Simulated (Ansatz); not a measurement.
Reaction (substitution at a C–O bond): `CCOBF` + `B1CN1` → `CCN1BC1` + `OBF`

Program: Ansatz. Geometries: PBE0-D4/def2-TZVP. ΔE: electronic, gas phase. CBS: MP2 limit from def2 TZ/QZ plus the TZ coupled-cluster correction, frozen cores. This one scheme is used for every species. One conformer a species, not always the lowest.

```tsv
level	ΔE (eV)
MP2/def2-QZVPP	-0.45
SCS-MP2/def2-QZVPP	-0.40
```

Question: What does CCSD(T)/CBS give? (An estimate is asked.)

Answer: Ansatz gave: -0.39 eV. The listed levels differ from it by -0.06, -0.01 eV.

Largest T1 diagnostic among the species: 0.013.

The D4 term adds −0.04 eV with B3LYP and −0.02 eV with PBE0; it sums over pairs of atoms, weighted by their polarisabilities, and B3LYP, whose exchange is more repulsive, gets the larger term. In def2-TZVPP, CCSD(T) changes the Hartree–Fock value by −0.09 eV (the triples alone add −0.01 eV) and MP2 by −0.16 eV.

B3LYP here is the variant with VWN-RPA as its local correlation; programs differ in this.
